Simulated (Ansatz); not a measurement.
`O=C[SiH](O)Cl` + `O[SiH3]` → `O=C[SiH](Cl)O[SiH3]` + H₂O  (ligand exchange at the Si–O bond)

Gas-phase electronic energies from Ansatz, PBE0-D4/def2-TZVP geometries. CBS: MP2 limit from def2 TZ/QZ plus the TZ coupled-cluster correction, frozen cores. This one scheme is used for every species. Functionals use def2-TZVPP. B3LYP here is the variant with VWN-RPA as its local correlation; programs differ in this. One conformer a species, not always the lowest.

| level | ΔE (kJ/mol) | difference from CCSD(T)/CBS |
| --- | --- | --- |
| PBE-D4 | -13.7 | 8.2 |
| r2SCAN-D4 | -14.9 | 7.0 |
| PBE-QIDH | -16.3 | 5.6 |
| PBE | -7.3 | 14.6 |
| B3LYP | -10.8 | 11.1 |
| r2SCAN0 | -14.8 | 7.1 |
| CCSD(T)/def2-SVP | -22.0 | -0.1 |
| HF/def2-TZVPP | -18.4 | 3.5 |
| MP2/def2-QZVPP | -21.6 | 0.3 |
| CCSD/CBS(def2) | -22.1 | -0.2 |
| CCSD(T)/CBS | -21.9 | 0 |

Largest T1 diagnostic among the species: 0.014.

Leaving LDA and LC-ωPBE aside and taking each functional with its dispersion term where it has one, the values, not all of them listed here, spread over 11.0 kJ/mol, from BHLYP-D4 to PBE-D4. From BLYP to BHLYP (50 % exact exchange), in def2-TZVPP and without D4, ΔE moves by −7.6 kJ/mol. The D4 term adds −10.2 kJ/mol with B3LYP and −6.0 kJ/mol with PBE0; it sums over pairs of atoms, weighted by their polarisabilities, and B3LYP, whose exchange is more repulsive, gets the larger term.
